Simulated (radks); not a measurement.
Ionisation of neutral lithium, [He] 2s1, to [He] as the strength of local exchange is varied. All-electron calculation, scalar-relativistic Kohn-Sham, Slater X-alpha exchange (alpha = 2/3 is LDA exchange), no correlation, spin-polarised, spherical densities, point nucleus; open shells are filled with parallel spins first. Program: a radial shooting solver on a logarithmic mesh with Libxc functionals.

| alpha | E(Li) (hartree) | exchange (hartree) | IE (eV) | -e of the level emptied (eV) | <r> of it (bohr) |
|---|---|---|---|---|---|
| 0.583 | -7.00679 | -1.29493 | 4.643 | 2.340 (2s) | 4.104 |
| 0.667 | -7.19494 | -1.50644 | 5.029 | 2.735 (2s) | 3.934 |
| 0.749 | -7.38163 | -1.71894 | 5.422 | 3.146 (2s) | 3.782 |
| 0.815 | -7.53407 | -1.89428 | 5.750 | 3.494 (2s) | 3.670 |
| 0.837 | -7.58531 | -1.95358 | 5.861 | 3.614 (2s) | 3.634 |
| 0.895 | -7.72143 | -2.11197 | 6.160 | 3.937 (2s) | 3.543 |
| 0.962 | -7.88053 | -2.29863 | 6.516 | 4.326 (2s) | 3.444 |

NIST Atomic Spectra Database: 5.392 eV (measured). The Delta-SCF value meets it near alpha = 0.74.
